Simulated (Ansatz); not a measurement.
Start from `[F][Ge]([Cl])([Cl])[I]` and change one atom or group to get `[Cl][Ge]([Cl])([Cl])[I]`.

Ansatz, PBE0-D4/def2-TZVP geometries, multiplicity 1. 

Elements past krypton have def2 core potentials. Scalar relativity is left out up to krypton.

| property | `[F][Ge]([Cl])([Cl])[I]` |
| --- | --- |
| HOMO energy (ωB97M-V/def2-TZVPP) / eV | -10.69 |
| HOMO energy (PBE/def2-TZVPP) / eV | -7.34 |
| LUMO energy (PBE0/def2-TZVPP) / eV | -2.55 |
| HOMO–LUMO gap (B3LYP/def2-TZVPP) / eV | 5.44 |
| HOMO–LUMO gap (PBE0/def2-TZVPP) / eV | 6.00 |
| size of the dipole moment (ωB97M-V/def2-TZVPP) / D | 1.58 |

Q: What does the change do to each property? (An estimate is asked.)

A: Computed: 
```tsv
property	`[Cl][Ge]([Cl])([Cl])[I]`	shift
HOMO energy (ωB97M-V/def2-TZVPP) / eV	-10.57	0.12
HOMO energy (PBE/def2-TZVPP) / eV	-7.23	0.11
LUMO energy (PBE0/def2-TZVPP) / eV	-2.68	-0.13
HOMO–LUMO gap (B3LYP/def2-TZVPP) / eV	5.20	-0.24
HOMO–LUMO gap (PBE0/def2-TZVPP) / eV	5.75	-0.25
size of the dipole moment (ωB97M-V/def2-TZVPP) / D	1.00	-0.58
```

With PBE0 the HOMO rises by 0.12 eV and the LUMO falls by 0.13 eV, so the gap narrows by about 0.25 eV. PBE moves the HOMO by 0.11 eV and ωB97M-V by 0.12 eV. Dipoles are sizes alone; their direction can turn.

B3LYP here is the variant with VWN-RPA as its local correlation; programs differ in this.

Spin–orbit coupling is left out; it splits and shifts lone-pair levels of the heavy atoms by tenths of an eV.
